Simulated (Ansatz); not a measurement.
Gas-phase electronic energies from Ansatz, PBE0-D4/def2-TZVP geometries. CCSD(T)/CBS is the MP2 limit (def2-TZVPP, def2-QZVPP) plus CCSD(T) − MP2 in def2-TZVPP, frozen cores. This one scheme is used for every species. Functionals use def2-TZVPP. B3LYP here is the variant with VWN-RPA as its local correlation; programs differ in this. def2 core potentials past Kr. For Sb, Te outer-core shells are correlated without core-valence functions, which leaves a few kJ/mol of doubt a bond.

Reaction (cleavage of the Sb–Si bond): `[BH2][SbH][SiH3]` + H₂Te → `[BH2][SbH][TeH]` + SiH₄

CCSD(T)/CBS gives -11.0 kcal/mol.

Question: Another level gave -11.2 kcal/mol. Which?
A. ωB97M-V/def2-TZVPP
B. B97M-V/def2-TZVPP
C. B3LYP/def2-TZVPP
D. HF/def2-TZVPP

Answer: C. B3LYP -11.2, ωB97M-V -9.8, B97M-V -8.7, HF/def2-TZVPP -12.7 kcal/mol.

Largest T1 diagnostic among the species: 0.015.

In def2-TZVPP, CCSD(T) changes the Hartree–Fock value by +3.6 kcal/mol (the triples alone add +0.1 kcal/mol) and MP2 by +2.1 kcal/mol. At CCSD(T), def2-SVP lies +0.9 kcal/mol from the extrapolated value and def2-TZVPP +2.0 kcal/mol.
